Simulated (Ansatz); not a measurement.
Stepwise reaction of `C[O][Al]([Cl])[Cl]` with water, as a gas-phase model of exchange steps in deposition or etching. ΔE in kJ/mol; ΔG adds harmonic PBE0-D4 terms to CCSD(T)/CBS, at 1 bar.

Gas-phase electronic energies from Ansatz, PBE0-D4/def2-TZVP geometries. CCSD(T)/CBS adds triple-zeta CCSD(T) − MP2 to the extrapolated MP2 energy (def2 sets, frozen cores). This one scheme is used for every species. Functionals use def2-TZVPP. B3LYP here is the variant with VWN-RPA as its local correlation; programs differ in this. Each species was taken in one conformer, which may not be the lowest.

```csv
step,reaction,PBE-D4,B3LYP-D4,ωB97M-V,CCSD(T)/CBS,ΔG(400 K)
1,`C[O][Al]([Cl])[Cl]` + H₂O → `C[O][Al]([OH])[Cl]` + HCl,26.3,22.3,24.6,27.3,22.8
2,`C[O][Al]([OH])[Cl]` + H₂O → `C[O][Al]([OH])[OH]` + HCl,30.2,25.5,28.0,29.5,24.6
```

(1) By hand: ΔE of the 2 steps together at CCSD(T)/CBS.

## Answers

(1) (27.3) + (29.5) = 56.8 kJ/mol, or 28.4 kJ/mol a step.

In ΔE the steps differ by no more than 2.2 kJ/mol. All are uphill at CCSD(T)/CBS. ΔG lies between 22.8 and 24.6 kJ/mol a step. PBE-D4 differs from CCSD(T)/CBS by -1.0 to 0.7 kJ/mol a step. Isolated molecules leave out the surface, adducts and barriers. Largest T1 diagnostic: 0.012.
